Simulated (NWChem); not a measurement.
# GePH₅; SMILES [PH2][GeH3]

```xyz
7

Ge     0.0273     0.7685    -0.0167
P      0.1002    -1.5759    -0.0932
H     -1.1484     1.2421    -0.9096
H      1.3545     1.3101    -0.6076
H     -0.1610     1.3349     1.4162
H     -1.0489    -1.7150     0.7667
H      1.0163    -1.6589     1.0174
```
Atoms are numbered in this order, from 1.

Level: PBE-D3(BJ)/def2-SVP (NWChem), optimised geometry, unscaled harmonic frequencies. 

Question: List the harmonic frequencies with IR intensities, and the thermochemistry.

Answer: 
| frequency (cm⁻¹) | IR intensity (km/mol) |
|---|---|
| 147 | 2.0 |
| 347 | 4.3 |
| 429 | 16.2 |
| 444 | 10.6 |
| 689 | 22.9 |
| 729 | 3.3 |
| 784 | 181.4 |
| 851 | 30.4 |
| 858 | 25.2 |
| 1050 | 14.0 |
| 2069 | 83.2 |
| 2088 | 96.0 |
| 2095 | 101.5 |
| 2311 | 36.1 |
| 2329 | 49.1 |

- zero-point energy: 24.6 kcal/mol
- thermal correction to the enthalpy at 298.15 K (with zero-point energy): 28.2 kcal/mol
- heat capacity Cv: 16.0 cal/(mol K)
- entropy at 298.15 K and 1 atm (symmetry number 1): 70.5 cal/(mol K)
- dipole moment: 0.77 D

Rigid rotor and harmonic oscillator.
